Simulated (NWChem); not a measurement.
Molecule: C₂H₆Mg; SMILES [CH3][Mg][CH3]

Computed with NWChem. The geometry was optimised at PBE0/def2-SVP. B3LYP is NWChem's, with the RPA form of VWN correlation.

Question: Taking B3LYP/def2-TZVPP as the yardstick, which of these has the fewest basis functions while keeping “highest occupied level (eV)” within 0.05 eV of it: B3LYP/aug-pcseg-1; B3LYP/pcseg-1; B3LYP/3-21G; B3LYP/pcseg-2?

Answer: B3LYP/pcseg-2.
```
level              basis functions  highest occupied level (eV)
-----------------  ---------------  ---------------------------
B3LYP/3-21G                     43                        -5.94
B3LYP/pcseg-1                   68                        -6.33
B3LYP/aug-pcseg-1              114                        -6.34
B3LYP/pcseg-2                  163                        -6.29
B3LYP/def2-TZVPP               178                        -6.27
```

The yardstick is one finite set, not the basis-set limit.
